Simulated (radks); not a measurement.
Species: Co4+. Configuration: [He] 2s2 2p5 3s2 3p6 3d6 (not the ground configuration). All-electron calculation, scalar-relativistic Kohn-Sham, PBE, spin-polarised, spherical densities, finite nucleus; open shells are filled with parallel spins first; Fermi nuclear charge, rms radius 3.7875 fm. Program: a radial shooting solver on a logarithmic mesh with Libxc functionals.

Unscreened Slater integrals over Kohn-Sham orbitals (hartree). They are taken over the spin-up orbitals.

integral     value
F0(3d,3d)   1.1154
F2(3d,3d)  0.53075
F4(3d,3d)  0.33318
F0(3d,3p)   1.1408
F2(3d,3p)  0.54787
G1(3d,3p)  0.66845
G3(3d,3p)  0.41204
F0(3d,3s)   1.1568
G2(3d,3s)  0.51102
F0(3p,3p)   1.1772
F2(3p,3p)  0.59086
F0(3p,3s)   1.1933
G1(3p,3s)  0.79079
F0(3s,3s)   1.2111

Derived for the open shells (J is the average intra-shell exchange parameter used in DFT+U). 3d: Racah B = F2/49 - 5 F4/441 = 0.007054 hartree, C = 35 F4/441 = 0.02644 hartree, C/B = 3.75, F4/F2 = 0.628, J = (F2 + F4)/14 = 0.06171 hartree.
